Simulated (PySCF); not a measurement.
**From a computed spectrum to the compound**

A species of 10 atoms with charge 0 has these harmonic modes (PBE0, small Gaussian bases with core potentials, PySCF 2.14.0):

```csv
cm⁻¹,km/mol,symmetry
-20,–,a2
28,0.0,b2
39,0.1,a1
56,0.0,a2
72,3.0,b1
76,0.1,a1
89,7.7,b2
97,0.0,a2
104,0.1,b2
112,0.6,a1
117,22.5,b1
121,14.1,a1
132,36.2,b1
139,0.6,a1
202,0.0,a2
219,14.9,b2
250,127.3,b1
268,0.6,a1
326,32.8,b1
331,0.3,a1
347,65.3,b2
347,0.0,a2
357,2.3,b1
359,65.0,a1
```

Which species is it, and in which structure?

Pb2Cl8 (singlet):
```xyz
10

Pb    0.0000   -0.0098    2.0877
Pb    0.0000   -0.0098   -2.0877
Cl    1.6478   -0.1417    0.0000
Cl   -1.6478   -0.1417    0.0000
Cl    0.0000    2.3768    2.4247
Cl   -1.8500   -1.0883    3.2289
Cl    1.8500   -1.0883    3.2289
Cl    0.0000    2.3768   -2.4247
Cl   -1.8500   -1.0883   -3.2289
Cl    1.8500   -1.0883   -3.2289
```
 Negative wavenumbers this small are taken as noise. 
 Other answers can fit too; this one was computed.
